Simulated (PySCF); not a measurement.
**Molecular orbitals of GaN**

HSE06 at R = 2.006 Å; basis Ga def2-TZVPPD, N def2-TZVPPD; no relativity; PySCF 2.14. State: ³Σ⁻ (triplet), unpaired electrons π ↑↑. Only the outer orbitals are listed, counted within each symmetry.

```
spin  orbital  occ.  ε (eV)  on Ga (%)           main shells (%)
   α       8σ     1  -20.65         19           80 N s, 13 Ga d
   α       9σ     1  -10.00         63           63 Ga s, 32 N p
   α       4π     1   -8.48          6                    93 N p
   α       4π     1   -8.48          6                    93 N p
   α      10σ     1   -6.25         52  45 N p, 29 Ga s, 22 Ga p
   α       5π     0   -1.94         96                   95 Ga p
   α       5π     0   -1.94         96                   95 Ga p
   α      11σ     0    0.24         70  39 Ga p, 28 N s, 16 Ga d
   β       8σ     1  -17.24         16                    83 N s
   β       9σ     1   -9.39         72           72 Ga s, 20 N p
   β      10σ     1   -5.64         45  49 N p, 28 Ga p, 16 Ga s
   β       4π     0   -3.44         53           51 Ga p, 47 N p
   β       4π     0   -3.44         53           51 Ga p, 47 N p
   β       5π     0   -0.89         60  48 Ga p, 40 N p, 12 Ga d
```

Problem. Which are the highest filled and the lowest empty level, where do they sit, and how wide is the gap?

Solution. Highest filled β 10σ at -5.64 eV (in %: 49 N p, 28 Ga p, 16 Ga s); lowest empty β 4π at -3.44 eV (in %: 51 Ga p, 47 N p); the gap at HSE06 is 2.20 eV.

| Item | Value |
| --- | --- |
| bond order (Mayer) | 0.97 |
| ⟨S²⟩ | 2.008 |
| charge on Ga (Mulliken, basis-dependent) | 0.32 |
| charge on Ga (Löwdin, basis-dependent) | 0.33 |
| dipole moment (positive dipole means Ga(−)N(+)) | -1.84 D |

Spin–orbit coupling is left out. The state was picked by a PBE0 search and need not be the measured ground state.
